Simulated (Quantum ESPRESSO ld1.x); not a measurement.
All-electron atom: Pr20+ in [Kr] 4d3. All-electron calculation, scalar-relativistic Kohn-Sham, LDA (Slater exchange, Perdew-Zunger correlation), spin-polarised, spherical densities, point nucleus; open shells are filled with parallel spins first. Program: ld1.x of Quantum ESPRESSO 7.5. Some entries of the table are withheld. Estimate them.

orbital,occ.,eigenvalue (hartree),<r^2> (bohr^2)
1s up,1,-1555.1364,0.0007907
1s down,1,-1555.1338,0.0007907
2s up,1,-266.9465,0.01254
2s down,1,-266.8761,0.01254
2p up,3,-241.0777,0.01000
2p down,3,-241.0203,0.01000
3s up,1,-72.5019,0.08404
3s down,1,-72.4533,0.08395
3p up,3,-64.3093,0.08375
3p down,3,-64.2575,0.08364
3d up,5,-52.8890,0.07066
3d down,5,-52.8231,0.07058
4s up,1,-28.0588,(1)
4s down,1,-27.8637,(2)
4p up,3,-25.1760,0.4145
4p down,3,-24.9827,0.4152
4d up,3,-21.0634,0.4474
4d down,0,-20.8729,0.4488

Answer. 
(1) 4s up <r^2> (bohr^2): 0.3841
(2) 4s down <r^2> (bohr^2): 0.3844
